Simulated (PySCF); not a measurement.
C₃H₆O₂Si, SMILES C=C=C[SiH](O)O.

Geometry: PBE0-D3(BJ)/def2-SVP. The structure was generated by enumeration, and PubChem lists no compound with its InChIKey, so it may never have been made. One conformer was computed; it need not be the lowest.

These are TDDFT-LC-ωPBE/def2-SVPD in PySCF values and carry that method's errors.

Vertical excitations. Gas-phase values at a fixed geometry.

Computed UV-visible absorptions:
| state | energy (eV) | λ (nm) | f | main pairs |
|---|---|---|---|---|
| S1 | 5.74 | 216 | 0.001 | HOMO→LUMO 61 %, HOMO→LUMO+1 20 % |
| S2 | 6.47 | 192 | 0.001 | HOMO−1→LUMO+2 86 % |
| S3 | 7.20 | 172 | 0.013 | HOMO−1→LUMO 41 %, HOMO→LUMO+2 36 %, HOMO−1→LUMO+1 11 % |
| S4 | 7.64 | 162 | 0.526 | HOMO→LUMO+1 37 %, HOMO→LUMO+2 26 %, HOMO−1→LUMO 14 %, HOMO→LUMO+3 8 % |
| S5 | 7.81 | 159 | 0.594 | HOMO→LUMO+2 26 %, HOMO→LUMO+1 24 %, HOMO−1→LUMO 13 %, HOMO→LUMO+3 11 % |
| S6 | 8.16 | 152 | 0.022 | HOMO−1→LUMO+1 58 %, HOMO−1→LUMO+3 12 % |
| S7 | 8.36 | 148 | 0.089 | HOMO−3→LUMO 59 % |
| S8 | 8.58 | 144 | 0.035 | HOMO−2→LUMO 47 %, HOMO−4→LUMO 16 % |
| S9 | 8.83 | 140 | 0.050 | HOMO−4→LUMO 40 %, HOMO−2→LUMO 12 %, HOMO−3→LUMO 6 % |
| S10 | 9.01 | 138 | 0.012 | HOMO→LUMO+4 26 %, HOMO−4→LUMO+1 16 %, HOMO−2→LUMO+1 9 %, HOMO−1→LUMO+4 5 % |
| T1 | 4.40 | 281 | 0 | HOMO−1→LUMO 38 %, HOMO→LUMO+2 25 %, HOMO−1→LUMO+1 15 %, HOMO−1→LUMO+3 7 % |
| T2 | 4.66 | 266 | 0 | HOMO→LUMO+2 52 %, HOMO−1→LUMO 18 % |
| T3 | 5.34 | 232 | 0 | HOMO→LUMO 60 %, HOMO→LUMO+1 20 % |
| T4 | 6.09 | 204 | 0 | HOMO−1→LUMO+2 87 % |
Triplets are in the Tamm–Dancoff approximation, which puts them higher than full response would, so one can lie above its singlet here.
